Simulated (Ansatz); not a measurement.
`N=[C]([SiH3])[InH2]` + H–F → `[F][InH2]` + `N=C[SiH3]` at 700 K and 1 bar (ligand exchange at the In–C bond).

Computed with Ansatz on PBE0-D4/def2-TZVP structures; ΔE is electronic, products minus reactants. CBS: MP2 limit from def2 TZ/QZ plus the TZ coupled-cluster correction, frozen cores. This one scheme is used for every species. Elements past krypton have def2 core potentials. For In outer-core shells are correlated without core-valence functions, which leaves a few kJ/mol of doubt a bond. Each species was taken in one conformer, which may not be the lowest.

```
              species  CCSD(T)/CBS energy (Eh)  H − E (kJ/mol)  S (J/(mol·K))
`N=[C]([SiH3])[InH2]`               -575.17828           230.4          490.9
                  H–F               -100.39570            45.2          198.5
          `[F][InH2]`               -290.81142            72.4          317.2
          `N=C[SiH3]`               -384.79808           200.5          369.9
```

H − E and S are ideal-gas, rigid-rotor, harmonic terms from PBE0-D4/def2-TZVP, for one conformer and one mirror image of each species. 1 Eh = 2625.50 kJ/mol, R = 8.31446 J/(mol·K).

Problem. By hand: ΔE, ΔH, ΔS and ΔG.

Solution. ΔE = (-290.81142) + (-384.79808) − (-575.17828) − (-100.39570) = -0.03552 Eh = -93.3 kJ/mol. Δ(H − E) = 72.4 + 200.5 − 230.4 − 45.2 = -2.7, so ΔH = -96.0 kJ/mol. ΔS = 317.2 + 369.9 − 490.9 − 198.5 = -2.3 J/(mol·K). ΔG = -96.0 − 700 × (-2.3)/1000 = -94.4 kJ/mol.

Problem. By hand: the equilibrium constant, and the temperature at which ΔG would vanish if ΔH and ΔS stayed fixed.

Solution. log₁₀ K = −ΔG/(RT ln 10) = 7.0. ΔG = 0 at ΔH/ΔS = 41739 K, far beyond where these terms or the molecules hold.

The number of gas molecules stays the same, so ΔS is small and ΔH decides. A doubt of 5 kJ/mol in ΔE shifts log₁₀ K by 0.4 here. Other conformers and mirror images would add mixing entropy, several J/(mol·K) or more a flexible species. These are equilibria of isolated gas molecules and say nothing of rates. Largest T1 diagnostic: 0.016 (customary marks: 0.02 for closed shells, 0.045 for open ones).
